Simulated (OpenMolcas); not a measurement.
# Dy3+: moving the ligands

Dy3+ with 8 ligands (oxide) in square antiprismatic coordination (D4d) at 2.41 Å, a polar angle of 55.6° against the regular 57.3°. A charge of +1.62 e stands 3.2 Å behind each ligand. Ligand basis ANO-RCC-VDZP.

```
Program             : OpenMolcas
Method              : CASSCF
Basis               : ANO-RCC-VDZP [7s6p4d2f1g]
Scalar Hamiltonian  : DKH2, point nucleus
Active space        : 9 electrons in 7 orbitals (4f)
State averaging     : 2S+1 = 6 odd, 21 roots; 2S+1 = 4 odd, 115 roots kept (CI in the orbitals of an earlier block, 108 in the spin-orbit step); 2S+1 = 2 odd, 82 roots kept (CI in the orbitals of an earlier block, 41 in the spin-orbit step)
Spin-orbit coupling : RASSI with atomic mean-field integrals over the reference wave functions
```

Runs around this geometry, states. Energies in cm-1 above the lowest state or level, χT in cm3 K/mol.

```tsv
R (Å)	Ground state	First state of that spin	First gap with spin-orbit (degeneracies)	Width of lowest J	χT at 300 K
2.27	2S+1 = 6	62.5	13.0 (2, 2)	422	13.950
2.41	2S+1 = 6	34.7	3.8 (2, 2)	326	13.991
2.56	2S+1 = 6	13.1	2.9 (2, 2)	256	14.017
```

Taking the width of the lowest J multiplet as R^-n, n = -ln(256 / 422) / ln(2.56 / 2.27) = 4.2 between the shortest and longest distance.

High states are left out of the spin-orbit mixing, which shifts the levels that they would mix with. The oxide ions are held by bare point charges, a crude embedding. Without dynamic correlation the ligand-field splitting of an f shell can come out too small, at times by half. No measured value stands beside these numbers; the geometry was imposed, not optimised, and the real ion may take another.

A state without a sure symmetry label is named by its multiplicity alone.
